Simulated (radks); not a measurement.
All-electron atom: Si3+ in [Ne] 3s1. Calculated with a radial shooting solver on a logarithmic mesh with Libxc functionals: scalar-relativistic Kohn-Sham, LDA (Slater exchange, Perdew-Wang correlation), spin-polarised, spherical densities, point nucleus; open shells are filled with parallel spins first.

Local quantities along the radius. ELF = 1/(1 + alpha^2) is the electron localisation function; alpha = (tau - tau_W)/tau_unif compares the Pauli kinetic energy density with that of the uniform gas (summed over spins); s = |grad rho|/(2 (3 pi^2)^(1/3) rho^(4/3)) is the reduced gradient; -r V(r) is the screened charge that the Kohn-Sham potential of spin up presents (atomic units); r v_xc is r times the local exchange-correlation potential of spin up (hartree bohr). tau is taken from the large components.

| r (bohr) | ELF | alpha | s | -r V(r) | r v_xc |
|---|---|---|---|---|---|
| 0.005138 | 1.000 | 0.009155 | 0.4178 | 13.81 | -0.05957 |
| 0.006531 | 1.000 | 0.009581 | 0.4174 | 13.76 | -0.07470 |
| 0.008303 | 1.000 | 0.01019 | 0.4196 | 13.70 | -0.09334 |
| 0.01047 | 1.000 | 0.01103 | 0.4244 | 13.62 | -0.1153 |
| 0.01331 | 1.000 | 0.01225 | 0.4326 | 13.51 | -0.1427 |
| 0.01692 | 1.000 | 0.01404 | 0.4446 | 13.38 | -0.1753 |
| 0.02151 | 1.000 | 0.01673 | 0.4614 | 13.21 | -0.2135 |
| 0.02735 | 1.000 | 0.02093 | 0.4844 | 13.00 | -0.2571 |
| 0.03477 | 0.999 | 0.02788 | 0.5157 | 12.74 | -0.3051 |
| 0.0442 | 0.998 | 0.04018 | 0.5581 | 12.42 | -0.3558 |
| 0.05618 | 0.996 | 0.06389 | 0.6155 | 12.03 | -0.4057 |
| 0.07085 | 0.988 | 0.1120 | 0.6892 | 11.60 | -0.4490 |
| 0.09007 | 0.950 | 0.2282 | 0.7848 | 11.07 | -0.4833 |
| 0.1145 | 0.786 | 0.5218 | 0.8809 | 10.47 | -0.5036 |
| 0.1456 | 0.416 | 1.184 | 0.8934 | 9.793 | -0.5143 |
| 0.1851 | 0.214 | 1.914 | 0.6833 | 9.043 | -0.5356 |
| 0.2352 | 0.286 | 1.580 | 0.3834 | 8.242 | -0.5944 |
| 0.2991 | 0.579 | 0.8529 | 0.2990 | 7.402 | -0.6879 |
| 0.3802 | 0.797 | 0.5051 | 0.3829 | 6.550 | -0.7810 |
| 0.4794 | 0.864 | 0.3975 | 0.5313 | 5.774 | -0.8358 |
| 0.6095 | 0.855 | 0.4116 | 0.7526 | 5.089 | -0.8329 |
| 0.7748 | 0.727 | 0.6126 | 1.089 | 4.553 | -0.7656 |
| 0.985 | 0.313 | 1.481 | 1.517 | 4.157 | -0.6644 |
| 1.252 | 0.129 | 2.603 | 1.497 | 3.904 | -0.6049 |
| 1.592 | 0.555 | 0.8957 | 1.100 | 3.772 | -0.6131 |
| 2.024 | 0.976 | 0.1581 | 1.499 | 3.669 | -0.6042 |
| 2.572 | 0.999 | 0.02946 | 2.717 | 3.536 | -0.5182 |
| 3.244 | 1.000 | 0.006608 | 5.512 | 3.378 | -0.3744 |
| 4.124 | 1.000 | 0.001546 | 13.86 | 3.215 | -0.2148 |
| 5.243 | 1.000 | 0.0003720 | 45.37 | 3.094 | -0.09376 |

On this mesh the ELF has minima near r = 0.19, 1.3 bohr, which separate the shells, and maxima near 0.54 (0.87).
